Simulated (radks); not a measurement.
Results of a calculation; reference values are marked as such.
Task: Valence configurations of Yb (all share [Xe]). Level of theory: Dirac Kohn-Sham, BLYP, spin-unpolarised, spherical densities, finite nucleus; open shells fill j = l - 1/2 first; Fermi nuclear charge, rms radius 5.3108 fm (a radial shooting solver on a logarithmic mesh with Libxc functionals). Order these by energy: 4f10 5d4 6s2; 4f13 6s2 6p1; 4f12 5d2 6s2; 4f14 6p2; 4f14 5d2; 4f13 6s1.5 6p1.5; 4f14 6s1 6p1; 4f14 6s1.5 6p0.5; 4f13.5 6s1 6p1.5; 4f14 6s2.

Result: From the lowest, in eV above it: 4f14 6s2 0.000; 4f14 6s1.5 6p0.5 1.355; 4f14 6s1 6p1 2.768; 4f13.5 6s1 6p1.5 4.650; 4f13 6s2 6p1 5.070; 4f14 6p2 5.754; 4f14 5d2 6.393; 4f13 6s1.5 6p1.5 6.821; 4f12 5d2 6s2 13.613; 4f10 5d4 6s2 51.749. NIST lists [Xe] 4f14 6s2 as the ground configuration; this level of theory agrees among the configurations tried. The energies are those of spherical spin-averaged densities, not of single terms.
